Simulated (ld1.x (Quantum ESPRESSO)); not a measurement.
## What one change does to a pseudopotential (Re (Z = 75), TM)

rhenium, norm-conserving Troullier–Martins (Kleinman–Bylander form), made with ld1.x (Quantum ESPRESSO) 7.5 (revPBE, non-relativistic). Core [Xe] 4f14, reference 5d5 6s0.5 6p0 (charge +1.5). Waves: 6p (bound, empty): rc 2.90 bohr; 5d (bound): rc 2.50 bohr; 6s (bound): rc 2.30 bohr. Local part: the s channel. Core correction: none.

All-electron outer shells of the reference configuration (revPBE, non-relativistic, ld1.x):

| shell | level (eV) | outermost node (bohr) | outermost maximum (bohr) |
| --- | --- | --- | --- |
| 5p | -55.51 | 0.58 | 1.10 |
| 5d | -17.87 | 0.62 | 1.39 |
| 6s | -14.16 | 1.36 | 2.67 |
| 6p | -9.64 | 1.52 | 3.26 |

Change: all radii scaled by about 1.06 (s 2.44, p 3.08, d 2.66 bohr).

Cutoffs: the cutoffs (Ry, on a coarse ladder) from which the occupation-weighted sum of valence levels, in a spherical-Bessel basis at the reference potential, stays within 10 and 1 mRy of its value at 400 Ry; they do not see the model core or the augmentation charge, which bear on the density cutoff. Errors are all-electron minus pseudo energies relative to the spin-unpolarised reference configuration.

Question: How do hardness, ghosts and transferability respond?

Answer: The potential gets neither clearly harder nor softer (30 Ry and 35 Ry → 30 Ry and 35 Ry); the d channel sets the loose cutoff, while the largest relative change is in s, which becomes softer; of the 7 tests that both files solve, the error grows in 2 and shrinks in 1 by more than 15 % and 0.3 meV (median size 19.6 → 22.8 meV); neither file shows a bound ghost.

| quantity | base | changed |
| --- | --- | --- |
| cutoff, loose | 30 Ry | 30 Ry |
| cutoff, tight | 35 Ry | 35 Ry |
| loose cutoff by channel (10 mRy a level) | d 25 Ry, s 10 Ry | d 25 Ry, s 6 Ry |
| bound ghosts | none | none |
| error for 5d5 6s2 6p0, meV [ΔE -14.05 eV] | +66 | +63 |
| error for 5d5 6s1 6p0, meV [ΔE -6.26 eV] | +12 | +12 |
| error for 5d5 6s0 6p0, meV [ΔE 7.94 eV] | +20 | +19 |
| error for 5d6 6s1 6p0, meV [ΔE -15.41 eV] | -19 | -23 |
| error for 5d3 6s0 6p0, meV [ΔE 76.07 eV] | -279 | -230 |
| error for 5d4 6s2 6p0, meV [ΔE -2.52 eV] | -19 | -22 |
| error for 5d5 6s0 6p2, meV [ΔE -6.90 eV] | +30 | +30 |
